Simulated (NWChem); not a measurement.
CH₅ClFNSi; SMILES F[Si@@H](NC)Cl

```xyz
10

C     -0.6130     2.5270     0.0578
N     -0.8036     1.0945    -0.1028
Si     0.3607    -0.1057     0.2580
F      1.4753    -0.3543    -0.9172
Cl    -0.6440    -1.9037     0.4583
H      0.2429     2.7169     0.7380
H     -0.3938     3.0553    -0.8980
H     -1.5026     3.0088     0.5181
H     -1.6295     0.8213    -0.6405
H      1.1251     0.2675     1.4816
```
Atoms are numbered in this order, from 1.

Level: PBE-D3(BJ)/def2-SVP (NWChem), optimised geometry, unscaled harmonic frequencies. 

```
frequency (cm⁻¹)  IR intensity (km/mol)
----------------  ---------------------
63                                  0.6
126                                 2.7
164                                 1.6
223                                 6.8
289                                 6.9
341                                14.2
434                               102.1
552                                60.5
762                                58.4
780                               187.5
836                                 2.8
903                               190.9
1062                               26.7
1100                                0.3
1136                              112.6
1351                               86.4
1402                               12.6
1412                                5.3
1450                                8.2
2237                               90.6
2934                               78.2
3003                               30.0
3045                               15.7
3525                               29.3
```

```yaml
zero_point_energy: 41.6 kcal/mol
thermal correction to the enthalpy at 298.15 K (with zero-point energy): 46.7 kcal/mol
heat capacity Cv: 23.1 cal/(mol K)
entropy at 298.15 K and 1 atm (symmetry number 1): 84.5 cal/(mol K)
dipole_moment: 2.61 D
```

Rigid rotor and harmonic oscillator; modes under 100 cm⁻¹ make the entropy uncertain.
